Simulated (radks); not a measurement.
Values are calculated unless marked as measured or tabulated.
Task: All-electron atom: the potassium ion K3.5+ in [Ne] 3p(up 2.5, down 2.5) 3s(up 0.5, down 0) (fractional occupations, a model configuration). Code: a radial shooting solver on a logarithmic mesh with Libxc functionals. Model: scalar-relativistic Kohn-Sham, PBE, spin-polarised, spherical densities, finite nucleus; Fermi nuclear charge, rms radius 3.4349 fm. Some entries of the table are withheld. Estimate them.

orbital  occ.  eigenvalue (hartree)  <r^2> (bohr^2)  <r> (bohr)
1s up       1             -131.5029        0.008835     0.08104
1s down     1             -131.4962        0.008835     0.08104
2s up       1             -14.98051          0.1774         (1)
2s down     1             -14.97356          0.1773         (2)
2p up       3             -12.29419          0.1514      0.3496
2p down     3             -12.28711          0.1514      0.3495
3s up     0.5              -3.01286           1.595       1.181
3s down     0              -2.98109           1.604       1.184
3p up     2.5              -2.35396           1.841       1.260
3p down   2.5              -2.32463           1.857       1.265

Result: 
(1) 2s up <r> (bohr): 0.3869
(2) 2s down <r> (bohr): 0.3869
